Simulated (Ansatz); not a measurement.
The same redistribution along the group B, Al, In.

Isolated molecules relaxed with PBE0-D4/def2-TZVP in Ansatz; ΔE leaves out vibrations. CCSD(T)/CBS is the MP2 limit (def2-TZVPP, def2-QZVPP) plus CCSD(T) − MP2 in def2-TZVPP, frozen cores. DFT in def2-TZVPP. B3LYP here is the variant with VWN-RPA as its local correlation; programs differ in this. def2 core potentials past Kr. For In, Zn outer-core shells are correlated without core-valence functions, which leaves a few kJ/mol of doubt a bond. Scalar relativity is left out up to krypton. One conformer a species, not always the lowest.

| reaction | MP2/CBS(def2) (kcal/mol) | B3LYP-D4 (kcal/mol) |
| --- | --- | --- |
| `[SiH3]OB(S)Cl` + `[NH2][Zn][SH]` → `SB(S)Cl` + `[NH2][Zn][O][SiH3]` | 20.3 | 22.6 |
| `[SiH3][O][Al]([SH])[Cl]` + `[NH2][Zn][SH]` → `[SH][Al]([SH])[Cl]` + `[NH2][Zn][O][SiH3]` | 18.7 | 20.0 |
| `[SiH3][O][In]([SH])[Cl]` + `[NH2][Zn][SH]` → `[SH][In]([SH])[Cl]` + `[NH2][Zn][O][SiH3]` | -3.4 | -3.9 |

(1) Give the CCSD(T)/CBS values in the same order. (Best estimate.)

Largest T1 diagnostic: 0.015, for `[NH2][Zn][O][SiH3]`.

Results:

(1) Computed: 21.4, 19.1, -2.7 kcal/mol.
